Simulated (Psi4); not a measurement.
Pair of molecules, SMILES F with SMILES C=C (the first has 2 atoms); geometry from B3LYP-D3(BJ)/def2-TZVP, rigid monomers moved along the line of their centres of mass till H2···C4 is 2.55 Å.
(charge 0, multiplicity 1):
```xyz
8

F     -0.0440     0.3998    -0.2698
H     -0.0182     0.2834     0.6584
C      0.4160    -0.5716     3.0195
C     -0.3172     0.5252     3.1773
H     -0.0385    -1.5492     2.9139
H      1.4984    -0.5341     2.9992
H      0.1376     1.5017     3.2922
H     -1.3994     0.4866     3.2068
```

Level of theory: SAPT0/jun-cc-pV(D+d)Z in Psi4 1.11.

Which attractive term is largest, and how does the interaction split up?

electrostatics -18.9, exchange 13.4, induction -7.1, dispersion -4.0, total -16.6 kJ/mol; the largest attraction is electrostatics.
